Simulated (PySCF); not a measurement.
# A series of derivatives of C=COC(C)=O

Parent skeleton `[CH2:1]=[CH:2][O:3][C:4]([CH3:5])=[O:6]`; one hydrogen on atom 2 is replaced by X. Hydrogens on one atom are averaged.

Computational details: geometry from GFN2-xTB, GIAO PBE0/pcSseg-1 shieldings, in PySCF (one computed conformer, rapidly exchanging positions averaged, relativity neglected, gas phase).

Chemical shifts δ = σref − σ; TMS for 13C (σref 186.93) and 1H (σref 31.72); 17O (σref 336.08) against H2O, all at this level.

Parent (X = H): C1 101.1, C2 149.3, O3 260.0, C4 172.4, C5 23.2, O6 448.2, H(C1) 4.95, H(C5) 2.14 ppm. Effects are Δδ = δ(X) − δ(H), positive for deshielding.

Question: Give Δδ (ppm) for X = OC2H5, SSiH3, CH2OCH3.

Answer: 
```tsv
X	SMILES	C1	C2	O3	C4	C5	O6	H(C1)	H(C5)
OC2H5	C=C(OCC)OC(C)=O	-29.1	+20.2	+7.3	+0.7	+0.1	+20.1	-1.20	-0.03
SSiH3	C=C(OC(C)=O)S[SiH3]	+16.8	+15.0	+33.5	+5.2	+0.5	+5.3	+0.61	+0.03
CH2OCH3	C=C(COC)OC(C)=O	+0.7	+14.9	-3.4	+1.4	+0.9	+5.2	-0.13	+0.00
```

Question: Which position responds most, and to which substituents?

Answer: C1: from -29.1 ppm with OC2H5 to +16.8 ppm with SSiH3.

Unscaled 17O shifts of doubly bonded oxygen tend to come out too high, by tens of ppm or more. Experimental scales use liquid or dissolved standards, which lie at an offset from isolated H2O (liquid H2O: subtract about 36 ppm).
